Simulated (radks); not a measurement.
Question: Pm, 61 electrons, occupied as [Xe] 4f5 6s2 (the NIST ground configuration). Method: scalar-relativistic Kohn-Sham, PBEsol, spin-polarised, spherical densities, finite nucleus; open shells are filled with parallel spins first (spin-orbit coupling, left out, can overturn this in heavy ions); Fermi nuclear charge, rms radius 4.962 fm; hard spherical wall at 7 bohr; computed with a radial shooting solver on a logarithmic mesh with Libxc functionals. Some entries of the table are withheld. Estimate them.

| orbital | occ. | eigenvalue (Ry) | <r> (bohr) |
|---|---|---|---|
| 1s up | 1 | -3307.141 | 0.02319 |
| 1s down | 1 | -3307.141 | 0.02319 |
| 2s up | 1 | -537.5994 | 0.09899 |
| 2s down | 1 | -537.5974 | 0.09899 |
| 2p up | 3 | -480.1822 | 0.08712 |
| 2p down | 3 | -480.1809 | 0.08712 |
| 3s up | 1 | -117.1333 | 0.2607 |
| 3s down | 1 | -117.0263 | 0.2606 |
| 3p up | 3 | -99.10039 | 0.2590 |
| 3p down | 3 | -98.99410 | 0.2588 |
| 3d up | 5 | -74.34562 | 0.2364 |
| 3d down | 5 | -74.26325 | 0.2362 |
| 4s up | 1 | -23.26311 | 0.5933 |
| 4s down | 1 | -22.99099 | 0.5930 |
| 4p up | 3 | -17.34579 | 0.6282 |
| 4p down | 3 | -17.07276 | 0.6280 |
| 4d up | 5 | -8.98686 | 0.6888 |
| 4d down | 5 | -8.71319 | 0.6890 |
| 5s up | 1 | -3.03008 | 1.435 |
| 5s down | 1 | -2.86311 | 1.454 |
| 5p up | 3 | -1.60726 | 1.688 |
| 5p down | 3 | -1.48142 | 1.723 |
| 6s up | 1 | -0.15929 | 3.729 |
| 6s down | 1 | -0.13922 | 3.777 |
| 4f up | 5 | -0.12871 | 1.045 |
| 5d up | 0 | -0.05052 | (1) |
| 5d down | 0 | -0.00776 | (2) |
| 4f down | 0 | 0.10340 | 1.161 |
| 6p up | 0 | 0.10412 | 4.108 |
| 6p down | 0 | 0.12010 | 4.136 |
| 7s up | 0 | 0.80216 | 4.208 |
| 7s down | 0 | 0.82978 | 4.198 |

Answer: 
(1) 5d up <r> (bohr): 2.863
(2) 5d down <r> (bohr): 2.989
